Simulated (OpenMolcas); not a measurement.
Pd5+ among 8 point charges of -1.2 e arranged as a cube (Oh).

```json
{"Program": "OpenMolcas 26.06", "Method": "CASSCF", "Basis": "ANO-RCC-VDZP [6s5p3d1f]", "Scalar Hamiltonian": "DKH2, point nucleus", "Active space": "5 electrons in 5 orbitals (4d)", "State averaging": "2S+1 = 6 even, 1 root; 2S+1 = 4 even, 24 roots; 2S+1 = 2 even, 75 roots", "Spin-orbit coupling": "state interaction with AMFI integrals over the reference wave functions"}
```

All point charges move together. At R = 1.68 Å |10Dq| is 6170 cm-1, and at R = 1.94 Å it is 3021 cm-1.

Problem. A third run gives 4173 cm-1. What distance was it run at?

Solution. With a power law R^-n the two known points give n = -ln(3021 / 6170) / ln(1.94 / 1.68) = 4.96. Then R = 1.68 × (6170 / 4173)^(1/4.96) = 1.818 Å. The run was at 1.82 Å, so the estimate is off by -0.002 Å.

Without dynamic correlation the repulsion within the d shell is too large (B by tens of per cent), so at a given field states of lower spin stand too high. Point charges give a weaker field than real ligands, and real ions of this kind are as a rule low spin; the high spin found here belongs to the model. Point charges carry no covalency, so the field is a model and not that of real ligands. No measured value stands beside these numbers.
